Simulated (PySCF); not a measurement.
## Field gradients at the hydrogen positions

Species: C7H10F2.
SMILES with atom numbers: `[CH3:1][CH2:2]/[CH:3]=[C:4](/[CH:5]=[CH:6]/[F:7])[CH2:8][F:9]` (hydrogens: H10, H11, H12 on C1; H13, H14 on C2; H15 on C3; H16 on C5; H17 on C6; H18, H19 on C8)

Geometry (PBE0-D3(BJ)/def2-SVP, Å), atoms numbered from 1 in this order:
```xyz
19
C7H10F2 angstrom
C      3.1197    0.2231   -0.2045
C      2.0139   -0.5686   -0.9030
C      0.7378    0.2010   -1.0119
C     -0.4230    0.0198   -0.3453
C     -1.5460    0.9222   -0.5912
C     -2.7806    0.7835   -0.0983
F     -3.7341    1.6718   -0.3639
C     -0.5919   -1.0358    0.7075
F     -1.6865   -1.8386    0.4528
H      4.0664   -0.3379   -0.1969
H      3.3035    1.1836   -0.7109
H      2.8475    0.4481    0.8381
H      1.8626   -1.5289   -0.3874
H      2.3495   -0.8238   -1.9234
H      0.7728    1.0496   -1.7074
H     -1.3659    1.7822   -1.2438
H     -3.1272   -0.0427    0.5261
H     -0.7541   -0.5584    1.6903
H      0.2933   -1.6830    0.7786
```

Level: PBE0/pcSseg-1 (PySCF, non-relativistic); Q(2H) = 0.00286 b; rigid geometry, the same for H and D, with no vibrational averaging.

Question: Rank these positions by the coupling χzz of a deuteron there, largest first.
A. H18 (methylene hydrogen)
B. H16 (vinylic hydrogen)
C. H15 (vinylic hydrogen)
D. H19 (methylene hydrogen)

Answer: B (202 kHz), C (197 kHz), D (189 kHz), A (182 kHz).

Q: Give the electric field gradient Vzz (the principal value of largest size), its asymmetry and the 2H coupling at each hydrogen.

A: 
```tsv
atom	bonded to	bond length (Å)	Vzz (au)	η	χzz (kHz)
H10	C1	1.100	0.2923	0.02	196
H11	C1	1.101	0.2902	0.03	195
H12	C1	1.101	0.2910	0.03	196
H13	C2	1.100	0.2892	0.03	194
H14	C2	1.104	0.2822	0.02	190
H15	C3	1.098	0.2939	0.08	197
H16	C5	1.094	0.3009	0.10	202
H17	C6	1.092	0.2919	0.12	196
H18	C8	1.105	0.2706	0.07	182
H19	C8	1.099	0.2813	0.07	189
```

Q: How does χzz go with the bond length over the 10 C–H bonds?

A: A straight-line fit has a slope of -9.9 kHz for each 0.01 Å, with a correlation coefficient of -0.69, over lengths from 1.092 to 1.105 Å.

Q: Give the 2H NMR doublet splittings at H18 for a magnetic field along the z, y and x axes of the gradient: 3χ/2, 3χ(1 + η)/4, 3χ(1 − η)/4.

A: With |χ| = 181.9 kHz and η = 0.073: 273, 146 and 126 kHz, to first order and without motion.

The structure is a single PBE0-D3(BJ)/def2-SVP conformer in the gas phase; no vibrational or solvent corrections. With so small a basis the couplings can be 20 % off.
